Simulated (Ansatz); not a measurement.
Two structures of GeH5BrO2, closed shell, reached by relaxing down either side of one saddle point (PBE0-D4/def2-TZVP). Energies are electronic, without zero-point energy. Ansatz 0.2.0; basis: def2-TZVPP and def2-QZVPP; cores frozen in the correlated methods. Filled d shells of the heavier atoms are correlated. The def2 sets are not built for correlating such inner shells, so the correlated values are less sure here. Extrapolation: Hartree–Fock as exp(−7.88 √X), correlation as X^−2.97. First:

```
9
angstrom
Ge -0.9818 -1.2165 0.0152
Br 1.2804 -1.6047 0.4223
H -1.6025 -2.6149 -0.0885
H -1.5279 -0.4482 1.2175
H -1.0730 -0.4485 -1.3003
H 1.6945 0.6988 -0.4687
O 1.4442 1.6141 -0.6788
O 0.2377 1.7442 0.0649
H 0.5284 2.2757 0.8162
```

Second:

Ge1  (-1.188, -0.404, -0.373)
Br2  (2.632, -1.423, 1.290)
H3  (-0.910, -1.763, -1.020)
H4  (-1.686, -0.500, 1.070)
H5  (-2.061, 0.514, -1.236)
H6  (1.712, -0.567, 0.563)
O7  (0.479, 0.343, -0.334)
O8  (0.313, 1.599, 0.341)
H9  (0.709, 2.201, -0.302)
(Å)

Q: Which bonds change from the first to the second?

A: GeH₃Br ([GeH3][Br]) + H₂O₂ ([OH][OH]) → GeH₄O₂ ([OH][O][GeH3]) + HBr; bonds formed: Ge1–O7, Br2–H6; bonds broken: Ge1–Br2, H6–O7.

Q: Give the saddle point's structure and its height above each. (To be estimated.)

A: The calculation gives: 115.6 kJ/mol above the first and 57.7 kJ/mol above the second (CCSD(T) at an estimated basis limit (MP2 extrapolated from triple and quadruple zeta, plus CCSD(T) − MP2 in triple zeta)).
```
atom    x (Å)    y (Å)    z (Å)
 Ge1  -0.8515  -0.7287  -0.1524
 Br2   1.4806  -1.7976   1.0051
  H3  -0.7394  -1.9314  -1.0828
  H4  -1.4263  -0.8928   1.2487
  H5  -1.6364   0.3861  -0.8879
  H6   1.3524   0.1116   0.4517
  O7   0.7167   0.5672  -0.2134
  O8   0.4107   1.8916   0.2038
  H9   0.6932   2.3939  -0.5730
```

No T1 diagnostic of these runs exceeds 0.012.

Labels in which every atom is bracketed show which atoms are joined, not bond orders.

For scale, one of the runs: CCSD(T)/def2-TZVPP, 228 basis functions (an equivalent command: `ansatz run in.yaml --threads 8`). The run took 2.3 min on 8 CPU threads (shared host), with 4.2 GiB of host memory at its peak.
